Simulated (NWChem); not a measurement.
System: CH4N2OSi; SMILES N#CO[SiH2]N

```xyz
9

N      0.2536     2.8649     0.1967
C     -0.0994     1.7578     0.1572
O     -0.5145     0.5516     0.1180
Si     0.4600    -0.8664    -0.1107
N     -0.5189    -2.2514    -0.0976
H      1.1005    -0.6948    -1.4374
H      1.4030    -0.8856     1.0341
H     -0.8728    -2.6498     0.7641
H     -1.0771    -2.5212    -0.8989
```
Atoms are numbered in this order, from 1.

Computed with NWChem. Pople sets run with spherical d functions. Structure relaxed at the PBE0/def2-SVP level. Atomic charges in e: unrestrained fits to the electrostatic potential beside Mulliken populations; buried atoms are poorly determined by the fit.

Estimate the computed values for Hartree-Fock/6-31G*. Quantities: ESP N1; Mulliken N1; ESP C2; Mulliken C2; ESP O3; Mulliken O3; ESP Si4; Mulliken Si4; ESP N5; Mulliken N5; relative RMS misfit of the potential (%).

The ESP N1 comes out as -0.59, the Mulliken N1 is -0.41 and the ESP C2 is 0.57. The Mulliken C2 is 0.58. The ESP O3 is -0.44, the Mulliken O3 is -0.75 and the ESP Si4 is 1.05. The Mulliken Si4 is 1.12 and the ESP N5 is -1.10. The Mulliken N5 comes out as -1.06 and the relative RMS misfit of the potential (%) comes out as 17.
